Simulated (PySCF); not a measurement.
**Computed properties of BH₅O₄Ti, SMILES B[O][Ti]([OH])([OH])[OH], multiplicity 1**

BH5O4Ti, SMILES B[O][Ti]([OH])([OH])[OH], multiplicity 1. Geometry: r2SCAN-D4/def2-SVP. The spin state was assumed, not searched. Other conformers were not sampled. All values are computed for the isolated molecule unless a solvent is named; none is compared with measurement here.

**Structure.** All 27 harmonic modes at r2SCAN-D4/def2-SVP (PySCF) are real, so it is a minimum. With heavy atoms numbered as in [O:1]([Ti:2]([OH:3])([OH:5])[OH:7])[BH2:9], the shortest bond between them is O1–B9 at 1.343 Å and the longest O1–Ti2 at 1.837 Å.

**Vibrations.** The strongest infrared lines (harmonic, unscaled, degenerate partners summed) lie at 1380 cm⁻¹ (580 km/mol, B 53 %, O 35 %, H 12 %), 3886 cm⁻¹ (268 km/mol, H 94 %), 3882 cm⁻¹ (256 km/mol, H 94 %). The softest mode is at 50 cm⁻¹ and the zero-point energy is 39.3 kcal/mol.

**Electronic structure.** r2SCAN/def2-TZVP (PySCF) places the frontier levels at -6.56 and -2.53 eV, a gap of 4.03 eV, and gives a dipole moment of 3.18 D and a mean polarisability of 66.7 bohr³. PBE/def2-TZVP (PySCF) at the same geometry gives -6.25 and -2.64 eV, so its gap is 0.42 eV narrower. An orbital gap is neither the optical nor the fundamental gap.

**Excitations.** TDA-ωB97X/def2-SVPD (PySCF) has S1 at 4.99 eV (248 nm, f = 0.002, dark); the most intense of the 10 singlets computed lies at 5.57 eV (f = 0.03). T1 (TDA) is at 4.80 eV, 0.19 eV under S1. TDA-PBE/def2-SVPD (PySCF) puts S1 at 3.57 eV. No vertical singlet excitation falls in the visible range (under 3.1 eV).

**NMR.** GIAO shifts at KT2/pcSseg-1 (PySCF) (non-relativistic, atoms alike by connectivity averaged): ¹H from 5.9 to 8.1 ppm against TMS; ¹¹B at 36.6 ppm against BF3.
